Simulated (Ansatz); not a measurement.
Stepwise reaction of `CB(C)C` with water, as a gas-phase model of exchange steps in deposition or etching. ΔE in kJ/mol.

Isolated molecules relaxed with PBE0-D4/def2-TZVP in Ansatz; ΔE leaves out vibrations. CCSD(T)/CBS is the MP2 limit (def2-TZVPP, def2-QZVPP) plus CCSD(T) − MP2 in def2-TZVPP, frozen cores. This one scheme is used for every species. DFT in def2-TZVPP. B3LYP here is the variant with VWN-RPA as its local correlation; programs differ in this. One conformer a species, not always the lowest.

```tsv
step	reaction	PBE-D4	B3LYP-D4	ωB97M-V	CCSD(T)/CBS
1	`CB(C)C` + H₂O → `CB(C)O` + CH₄	-142.3	-147.9	-145.6	-140.4
2	`CB(C)O` + H₂O → `CB(O)O` + CH₄	-120.5	-128.1	-125.1	-120.5
3	`CB(O)O` + H₂O → `OB(O)O` + CH₄	-129.2	-138.6	-136.3	-131.6
```

(1) By hand: ΔE of the 3 steps together at CCSD(T)/CBS.

Answers

(1) (-140.4) + (-120.5) + (-131.6) = -392.5 kJ/mol, or -130.8 kJ/mol a step.

In ΔE step 1 is the lowest and step 2 the highest. All are downhill at CCSD(T)/CBS. PBE-D4 differs from CCSD(T)/CBS by -1.9 to 2.4 kJ/mol a step. Isolated molecules leave out the surface, adducts and barriers. Largest T1 diagnostic: 0.012.
